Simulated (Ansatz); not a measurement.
BiMe2Cl (C₂H₆BiCl). Total charge 0; singlet. Geometry B3LYP-D4/def2-SVP.

Cartesian coordinates in Å:
```
Bi -0.2557 0.9156 -1.0547
C -0.0103 1.1665 1.2082
H 1.0591 1.1119 1.4636
H -0.5610 0.3477 1.6906
H -0.4241 2.1353 1.5207
C 0.6087 -1.2038 -0.9963
H 0.4559 -1.6861 -1.9718
H 0.0775 -1.7616 -0.2131
H 1.6841 -1.1503 -0.7660
Cl -2.6343 0.1248 -0.8811
```

In the def2 sets Bi takes a core potential; there is no spin–orbit coupling.

(1) Estimate the orbital energies around the gap (eV) in Ansatz with PBE-D4/def2-TZVP, r2SCAN-D4/def2-TZVP, r2SCAN-D4/def2-TZVPD, B97M-V/def2-TZVP, PBE0-D4/def2-TZVPD.

Answers

(1) 
| orbital | PBE-D4/def2-TZVP | r2SCAN-D4/def2-TZVP | r2SCAN-D4/def2-TZVPD | B97M-V/def2-TZVP | PBE0-D4/def2-TZVPD |
| --- | --- | --- | --- | --- | --- |
| HOMO−5 | -9.70 | -10.11 | -10.12 | -10.15 | -11.28 |
| HOMO−4 | -8.12 | -8.44 | -8.48 | -8.45 | -9.37 |
| HOMO−3 | -7.51 | -7.82 | -7.85 | -7.82 | -8.85 |
| HOMO−2 | -7.20 | -7.53 | -7.57 | -7.55 | -8.59 |
| HOMO−1 | -6.57 | -6.86 | -6.90 | -6.91 | -7.84 |
| HOMO | -6.13 | -6.38 | -6.40 | -6.34 | -7.22 |
| LUMO | -2.27 | -2.07 | -2.14 | -2.08 | -1.63 |
| LUMO+1 | -1.10 | -0.83 | -0.89 | -1.03 | -0.52 |
| LUMO+2 | -0.57 | -0.17 | -0.29 | -0.39 | -0.07 |
| LUMO+3 | 0.48 | 1.26 | 0.38 | 0.61 | 0.25 |
| LUMO+4 | 1.67 | 2.48 | 1.54 | 1.88 | 1.43 |
| LUMO+5 | 1.88 | 2.71 | 1.70 | 2.13 | 1.53 |
